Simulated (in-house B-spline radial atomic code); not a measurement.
How numerical settings move a run on neutral phosphorus, [Ne] 3s2 3p3. Computed with a B-spline radial code for spherical atoms: non-relativistic wB97X, spin-polarised, spherical fractional occupations, point nucleus.

Command:
```bash
python run_scf.py task.json out
```
Settings of the sound reference run:
```
Z                15
electrons        15
configuration    [Ne] 3s2 3p3
hamiltonian      nr
method           wb97x
spin_polarised   True
knot_spacing     0.22
spline_order     8
gauss_points     12
box_radius       50
max_iterations   70
damping          0.5
damped_steps     3
diis_vectors     10
tolerance        1e-08
start            Thomas-Fermi
```

Run time, properties included: 0.71 s on 1 thread of Arm Neoverse N1, on a shared host.

It converges in 12 iterations to -341.265544 hartree, with 3p up at -9.78296 eV. The other runs change the listed settings, some to values that make no sense; their results aren't properties of the atom or ion. Radii are in bohr (the nuclear one in fm), a minus after a letter asks for a j subshell, and «unchanged» means within 1e-8 hartree. The run stops when the residual is below 10 × tolerance × max(1, Z/10), or a noise floor if that is larger, and the energy moves by less than 1e-8 × √|E| hartree; so very loose and very tight tolerances often act alike.

```tsv
changed settings	outcome
diis_vectors = 2	converged in 16 iterations, energy unchanged, 3p up level +6.7e-07 eV
diis_vectors = 20	converged in 12 iterations, energy unchanged
max_iterations = 75, diis_vectors = 2, tolerance = 0.001, start = bare nucleus	converged in 10 iterations, energy unchanged, 3p up level +1.2e-04 eV
knot_spacing = 0.55	converged in 12 iterations, energy +2.69e-03 hartree from the reference, 3p up level -4.3e-04 eV
diis_vectors = 1	converged in 17 iterations, energy unchanged, 3p up level -8.7e-07 eV
max_iterations = 5	not converged after 5 iterations, last residual 3.0e-03, last energy +3.44e-04 hartree from the reference
knot_spacing = 2, first_knot = 0.02, max_iterations = 50	converged in 16 iterations, energy +2.08e+01 hartree from the reference, 3p up level -1.6e+00 eV
gauss_points = 6, max_iterations = 60, start = bare nucleus	converged in 12 iterations, energy +8.87e-08 hartree from the reference, 3p up level +5.9e-07 eV
max_iterations = 3	not converged after 3 iterations, last residual 2.7e-02, last energy +2.22e-02 hartree from the reference
knot_spacing = 0.1	converged in 12 iterations, energy -8.49e-05 hartree from the reference, 3p up level -6.5e-04 eV
diis_vectors = 4	converged in 13 iterations, energy unchanged
max_iterations = 8	not converged after 8 iterations, last residual 1.3e-04, last energy +3.17e-07 hartree from the reference
knot_spacing = 0.75	converged in 11 iterations, energy +1.54e-01 hartree from the reference, 3p up level -2.0e-02 eV
knot_spacing = 0.4	converged in 12 iterations, energy +1.42e-04 hartree from the reference, 3p up level +1.3e-03 eV
max_iterations = 2	not converged after 2 iterations, last residual 8.3e-02, last energy +2.05e-01 hartree from the reference
hamiltonian = dirac, method = tpss,tpss, spin_polarised = False, nucleus = fermi, rms_radius = 3.1889, mass_number = 31, atomic_mass = 30.97376, speed_of_light = 137.036	stopped with error: meta-GGAs are not served with the Dirac Hamiltonian
knot_spacing = 1.4	converged in 11 iterations, energy +1.13e+01 hartree from the reference, 3p up level -9.0e-01 eV
```

What happens with knot_spacing = 0.15?

Converged in 12 iterations, energy -6.72e-05 hartree from the reference, 3p up level -7.4e-04 eV.

What happens with diis_vectors = 0?

Converged in 36 iterations, energy unchanged.

What happens with knot_spacing = 0.3?

Converged in 12 iterations, energy +6.24e-05 hartree from the reference, 3p up level +2.6e-03 eV.

What happens with knot_spacing = 2?

Not converged after 70 iterations, last residual 3.0e-04, last energy +2.14e+01 hartree from the reference.
